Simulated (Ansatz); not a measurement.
An input meant for Zn₃O₃H₁₂, a cluster cut from wurtzite ZnO (hydrogen-capped) (charge 0, singlet; atoms displaced at random, 0.08 Å in each coordinate).

```yaml
crystal:
  periodic: [false, false, false]
  atoms:
    - {symbol: O, position_ang: [0.025441, -1.304840, 0.067335]}
    - {symbol: Zn, position_ang: [-1.567995, -0.756131, -0.038514]}
    - {symbol: O, position_ang: [-1.025243, 0.631740, 0.043492]}
    - {symbol: Zn, position_ang: [1.508373, -0.731131, 0.004137]}
    - {symbol: O, position_ang: [1.367810, 0.792729, 0.028520]}
    - {symbol: Zn, position_ang: [-0.009013, 1.822868, -0.054989]}
    - {symbol: H, position_ang: [0.055072, -1.844139, 0.423353]}
    - {symbol: H, position_ang: [-0.073732, -1.617645, -0.552082]}
    - {symbol: H, position_ang: [-1.537458, -0.785257, -0.948525]}
    - {symbol: H, position_ang: [-1.758330, -0.891856, 0.884464]}
    - {symbol: H, position_ang: [-1.339596, 0.900261, -0.424198]}
    - {symbol: H, position_ang: [-1.377205, 1.043883, 0.447177]}
    - {symbol: H, position_ang: [1.495154, -0.946669, -0.985803]}
    - {symbol: H, position_ang: [1.403793, -0.871330, 1.124071]}
    - {symbol: H, position_ang: [1.545013, 0.948597, -0.568228]}
    - {symbol: H, position_ang: [1.385343, 0.768773, 0.419011]}
    - {symbol: H, position_ang: [-0.033869, 1.949014, 0.957253]}
    - {symbol: H, position_ang: [0.049137, 2.010887, -0.996646]}
basis:
  gaussian: {orbitals: def2-SVPD}
hamiltonian: {xc: {name: HF}}
correlation: {method: rpa}
scf: {omitted_lower_state_checks: [starts]}
```

```sh
$ ansatz run in.yaml --threads 4 --pin off --events-out ev --progress --plain --max-ram 4787MiB
```

It prints (some lines left out):

```
Functional definition: HF
2556 factors; integrals over basis functions are off by at most 6.5e-4 eV
mean field evaluation 1: about -151251.0708 eV, gradient 8.1e1 eV
mean field evaluation 2: about -151252.2088 eV, gradient 8.1e1 eV
mean field evaluation 4: about -151261.5353 eV, gradient 9.4e0 eV
mean field evaluation 8: about -151261.6694 eV, gradient 8.2e-1 eV
mean field -151261.67096901 eV, -5558.7638792681 hartree, gradient 1.0e-6 eV, S^2 0.000000; 0 other end points of the search recorded, 0 dependent functions left out
18 core orbitals not correlated: weight in the atoms' cores, before any rotation towards them, 1.000 or more for the frozen orbitals, at most 0.000 for the correlated occupied ones
reference -151261.67096901 eV, -5558.7638792681 hartree; 45, 45 occupied and 204, 204 virtual orbitals, 2556 factors
Total energy: -151320.78197303 eV, -5560.9361685991 hartree
Checks for a lower state left out: starts
```

**Question.** What is wrong with this run?

**Answer.** The geometry is squeezed to about two thirds of its size. Self-consistency was reached. The result belongs to that input, not to the species as meant.
